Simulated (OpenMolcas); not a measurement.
**Sn III: CASPT2 settings compared**

```yaml
Program: OpenMolcas 26.06
Basis: ANO-R3 [8s7p5d3f2g1h]
Scalar_Hamiltonian: X2C, finite nucleus
Active_space: 2 electrons in 8 orbitals (5s 5p 6s 6p)
State_averaging: 2S+1 = 1 even, 7 roots; 2S+1 = 3 even, 3 roots kept (CI in the orbitals of an earlier block); 2S+1 = 1 odd, 3 roots; 2S+1 = 3 odd, 3 roots kept (CI in the orbitals of an earlier block)
Spin-orbit_coupling: RASSI with atomic mean-field integrals over the reference wave functions, term energies averaged over their components
```

Methods on the same reference wave functions:
A. CASSCF
B. SS-CASPT2, IPEA 0.75 Eh, real shift 0.2 Eh (closed shells correlated: 4s 4p 4d)
C. SS-CASPT2, IPEA 0.4 Eh, no level shift (closed shells correlated: 4d)
D. SS-CASPT2, IPEA 0.2 Eh, sigma1 regulariser 0.2 Eh (closed shells correlated: none)
E. MS-CASPT2, IPEA 0.2 Eh, sigma1 regulariser 0.2 Eh (closed shells correlated: none)

Energies in cm-1 above 5s2 1S0, the measured ground level; measured values from Moore, Atomic Energy Levels, vol. III, NSRDS-NBS 35 (1971 reprint of NBS Circular 467, 1958).

```json
{"Level": "5s2 1S0", "A": "0.0", "B": "0.0", "C": "0.0", "D": "0.0", "E": "0.0", "Measured": "0.0"}
{"Level": "5s 5p 3P* 0", "A": "50186", "B": "53990", "C": "53530", "D": "49210", "E": "49210", "Measured": "53548"}
{"Level": "5s 5p 3P* 1", "A": "51711", "B": "55460", "C": "55000", "D": "50710", "E": "50710", "Measured": "55196"}
{"Level": "5s 5p 3P* 2", "A": "55118", "B": "58920", "C": "58460", "D": "54140", "E": "54140", "Measured": "59229"}
{"Level": "5s 5p 1P* 1", "A": "85969", "B": "79490", "C": "78560", "D": "80510", "E": "80510", "Measured": "79911"}
```

Deviations, from unrounded energies. A percentage is the sum of absolute deviations over the sum of measured energies, with the sign that they share, or ± where signs differ.

| Against measurement | Levels | A | B | C | D | E |
| --- | --- | --- | --- | --- | --- | --- |
| mean absolute deviation (cm-1) | 4 | 4300 | 360 | 580 | 3600 | 3600 |
| other configurations (%) | 4 | ±6.9 | ±0.6 | -0.9 | ±5.9 | ±5.9 |

B lies closest to measurement on these levels and A furthest from it. The largest miss of B in the table is 5s 5p 3P* 0, by +440 cm-1. The ranking rests on the paired levels alone, and a cruder setting can come out closer through cancelling errors.

Among B to E the level of the table that moves most is 5s 5p 3P* 2, by 4800 cm-1 (lowest in D, highest in B). Moves below CASPT2's spread within the term are not significant.

The lowest spin-free term lies below A's lowest term by 0.762 hartree in B, 0.470 hartree in C, 0.002 hartree in D, 0.002 hartree in E.

Over all roots computed the reference weight is 0.86 to 0.94 in C, 0.93 to 1.00 in D, 0.93 to 1.00 in E; the roots of lowest weight are the least certain, and an intruder state may touch them. Terms from blocks run as CI alone lack orbitals of their own. The run also gave levels led by 5s 6s, which use shells meant for correlation; these and all levels above them are left out. Computed and measured levels are paired by configuration, term and J; levels that our copy of the source lacks, or whose pairing is in doubt (as where it misses far off the trend of its configuration), stay unpaired and out of the deviations. Levels of configurations outside the active space are missing. Levels that lie high or do not pair safely by name in every column are left out.

* marks odd parity.
